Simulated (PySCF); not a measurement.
Spectra and structures to be paired. Method used: PySCF 2.14.0, density-fitted response routines, TDDFT CAM-B3LYP/def2-SVPD, vertical, gas phase, core orbitals frozen in the response. Geometries: GFN2-xTB; one conformer of each isolated species. Triplets are in the Tamm–Dancoff approximation.

A. `FC(F)=C(F)P`
B. `ClC(=C=O)C[SiH2][SiH3]`
C. `C#C[C@](F)(CC=O)[SiH2]O`
D. `Cn1cccn1`

Lowest singlet levels (six at most, fewer where fewer were computed) with oscillator strengths:

1. 6.65 eV (f 0.122); 6.93 eV (f 0.079); 6.94 eV (f 0.004); 6.98 eV (f 0.032); 7.07 eV (f 0.012); 7.72 eV (f 0.008); T1 4.72 eV
2. 2.68 eV (f 0.001); 5.71 eV (f 0.002); 6.25 eV (f 0.020); 6.27 eV (f 0.004); 6.56 eV (f 0.009); 6.68 eV (f 0.007); T1 2.27 eV
3. 4.24 eV (f 0.001); 5.55 eV (f 0.009); 6.21 eV (f 0.013); 6.56 eV (f 0.010); 6.95 eV (f 0.005); 7.20 eV (f 0.017); T1 3.66 eV
4. 5.86 eV (f 0.020); 6.50 eV (f 0.072); 6.81 eV (f 0.144); 7.19 eV (f 0.097); 7.39 eV (f 0.101); 7.67 eV (f 0.074); T1 4.27 eV

Question: Which spectrum belongs to which structure?

Answer: 1 = D, 2 = B, 3 = C, 4 = A.
- A: S1 at 5.86 eV, HOMO→LUMO (78%), HOMO→LUMO+2 (10%); Löwdin shares by element: HOMO carbon 44%, phosphorus 26%, fluorine 8% or more (atoms not listed hold the other 22%); LUMO carbon 38%, phosphorus 30%, hydrogen 9% or more (atoms not listed hold the other 23%); HOMO -8.63 and LUMO 0.69 eV.
- B: S1 at 2.68 eV, HOMO→LUMO (96%); Löwdin shares by element: HOMO carbon 47% or more, oxygen 19%, chlorine 17% (atoms not listed hold the other 17%); LUMO carbon 45% or more, oxygen 27%, chlorine 20%; HOMO -7.93 and LUMO -0.88 eV.
- C: S1 at 4.24 eV, HOMO-1→LUMO (81%), HOMO-2→LUMO (8%); Löwdin shares by element: HOMO carbon 64% or more, silicon 10% (atoms not listed hold the other 26%); LUMO carbon 46% or more, oxygen 30% or more, hydrogen 6% or more (atoms not listed hold the other 19%); HOMO -9.26 and LUMO -0.63 eV.
- D: S1 at 6.65 eV, HOMO→LUMO+1 (54%), HOMO-1→LUMO+1 (31%); Löwdin shares by element: HOMO carbon 52% or more, nitrogen 30% (atoms not listed hold the other 18%); LUMO carbon 49% or more, hydrogen 23% or more (atoms not listed hold the other 28%); HOMO -8.43 and LUMO 1.34 eV.
